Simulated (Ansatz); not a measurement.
Task: Name a neutral molecule of C, Cl, F, Ge, N and H with HOMO–LUMO gap (PBE0/def2-TZVPP) between 6.75 and 7.05 eV and size of the dipole moment (ωB97M-V/def2-TZVPP) between 3.00 and 3.30 D (Ansatz, PBE0-D4/def2-TZVP geometry).

Result: `CC(C)(C)[NH][Ge]([F])([Cl])[Cl]` (6.85 eV, 3.07 D). Other molecules can fit too; these were computed, each in one conformer that needn't be the lowest.
